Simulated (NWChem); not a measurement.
Molecule: C$_{2}$H$_{3}$NO$_{2}$Si; SMILES O=C1C=N[SiH2]O1

```xyz
9

O     -0.2135     2.3113     0.0000
C     -0.0695     1.1274     0.0000
C      1.2692     0.3919     0.0000
N      1.2745    -0.8789     0.0000
Si    -0.4336    -1.3624     0.0000
O     -1.0737     0.2242     0.0000
H      2.1842     1.0065     0.0000
H     -0.8239    -2.0856     1.2330
H     -0.8239    -2.0856    -1.2330
```
Atoms are numbered in this order, from 1.

All runs use the structure optimised with PBE0/def2-SVP.

Q: Give the principal values of the shielding tensors (ppm) of O1, C2, C3, N4, Si5 from KT2/pcSseg-1, GIAO (NWChem), with their diamagnetic and paramagnetic parts as GIAO splits them.

A: 
| atom | σ11 | σ22 | σ33 | isotropic | diamagnetic | paramagnetic |
|---|---|---|---|---|---|---|
| O1 | -259.7 | -245.5 | 295.4 | -69.9 | 403.6 | -473.6 |
| C2 | -52.5 | 44.4 | 94.8 | 28.9 | 251.0 | -222.1 |
| C3 | -82.3 | 22.2 | 106.2 | 15.4 | 254.9 | -239.6 |
| N4 | -415.7 | -172.3 | 253.4 | -111.5 | 325.9 | -437.4 |
| Si5 | 324.6 | 333.7 | 404.0 | 354.1 | 882.9 | -528.8 |
